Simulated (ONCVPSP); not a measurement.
## Au: one change to an ONCV potential, before and after

- Element: gold (Au)
- Generator: ONCVPSP 4.0.1
- Type: optimised norm-conserving Vanderbilt (ONCV)
- Functional: PBE
- Relativity: scalar-relativistic
- Frozen core: [Kr] 4d10 4f14 5s2
- Valence charge: 17
- Reference configuration: 5p6 5d9 6s2
- Partial waves: 6s: rc 2.45 bohr, ncon 4, nbas 7, qcut 2.1 1/bohr, 2 projectors, debl 0.9 Ha; 5p: rc 1.20 bohr, ncon 4, nbas 8, qcut 7 1/bohr, 2 projectors, debl 2.4 Ha; 5d: rc 1.55 bohr, ncon 4, nbas 8, qcut 6.9 1/bohr, 2 projectors, debl 2.3 Ha
- Local potential: polynomial inside 1.15 bohr (lpopt 5, dvloc0 2 Ha)
- Core correction: Teter function, parameters optimised by the program

Change: s: qcut 1.9.

Cutoffs: the cutoffs (Ha) at which the residual kinetic energy of the hardest occupied pseudo-wave falls to 1 and 0.1 mHa per electron; they do not see the model core or the augmentation charge, which bear on the density cutoff. Errors are all-electron minus pseudo energies relative to the spin-unpolarised reference configuration.

Question: How do hardness, ghosts and transferability respond?

Answer: The potential gets neither clearly harder nor softer (116 Ha and 145 Ha → 116 Ha and 145 Ha); both files keep a bound ghost (s); of the 4 tests that both files solve, the error grows in 1 and shrinks in 2 by more than 15 % and 0.3 meV (median size 31.4 → 24.8 meV).

| quantity | base | changed |
| --- | --- | --- |
| cutoff, loose | 116 Ha | 116 Ha |
| cutoff, tight | 145 Ha | 145 Ha |
| loose cutoff by channel | s 16 Ha, p 116 Ha, d 20 Ha | s 17 Ha, p 116 Ha, d 20 Ha |
| bound ghosts | s | s |
| GHOST(+) flags under 300 eV | none | none |
| error for 5p6 5d10 6s1, meV [ΔE -1.69 eV] | -8.5 | -4.4 |
| error for 5p6 5d10 6s0, meV [ΔE 7.72 eV] | -29 | -19 |
| error for 5p6 5d9 6s0, meV [ΔE 28.92 eV] | -34 | -31 |
| error for 5p6 5d7 6s0, meV [ΔE 110.51 eV] | -78 | -100 |
| s: phases at 2.48 bohr within 0.05 rad from the reference energy up to (Ha; the scan ends near 5) | 2.4 | 2.5 |
| p: phases at 1.22 bohr within 0.05 rad from the reference energy up to (Ha; the scan ends near 5) | to the end of the scan | to the end of the scan |
| d: phases at 1.58 bohr within 0.05 rad from the reference energy up to (Ha; the scan ends near 5) | to the end of the scan | to the end of the scan |
| rms error of d²Exc/dni dnj with the model core, mHa | 0.35 | 0.36 |

 A true bound ghost makes a file unfit for plane-wave use even where its test errors are small: the radial tests pick states by their node count and pass the ghost by.
